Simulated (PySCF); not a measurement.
2-pyrimidin-2-yl-1,3-thiazole (C₇H₅N₃S), SMILES c1cnc(-c2nccs2)nc1.

Coordinates come from a B3LYP-D3(BJ)/def2-SVP optimisation. Other conformers were not sampled.

Calculation: TDA-PBE0/def2-SVP (PySCF 2.14.0).

Vertical excitations. The molecule is in vacuum. State labels are in the subgroup Cs.

Computed excitation energies, oscillator strengths and character:
| state | symmetry | energy (eV) | λ (nm) | f | main pairs |
|---|---|---|---|---|---|
| S1 | A" | 3.94 | 315 | 0.000 | HOMO−1→LUMO 98 % |
| S2 | A" | 4.33 | 286 | 0.006 | HOMO−1→LUMO+1 97 % |
| S3 | A" | 4.52 | 274 | 0.001 | HOMO−2→LUMO 97 % |
| S4 | A' | 4.60 | 270 | 0.499 | HOMO→LUMO 90 % |
| S5 | A' | 4.82 | 257 | 0.051 | HOMO→LUMO+1 90 % |
| S6 | A" | 5.54 | 224 | 0.002 | HOMO−5→LUMO 98 % |
| S7 | A' | 5.61 | 221 | 0.156 | HOMO−3→LUMO 86 % |
| S8 | A" | 5.65 | 219 | 0.000 | HOMO−2→LUMO+1 98 % |
| S9 | A' | 5.99 | 207 | 0.014 | HOMO−3→LUMO+1 81 %, HOMO−6→LUMO 12 % |
| S10 | A" | 5.99 | 207 | 0.000 | HOMO−5→LUMO+1 87 % |
| T1 | A' | 3.04 | 407 | 0 | HOMO→LUMO 91 % |
| T2 | A" | 3.60 | 344 | 0 | HOMO−1→LUMO 83 % |
| T3 | A" | 3.71 | 334 | 0 | HOMO−1→LUMO+1 81 % |
| T4 | A" | 4.03 | 308 | 0 | HOMO−2→LUMO 92 % |
Triplets are in the Tamm–Dancoff approximation.
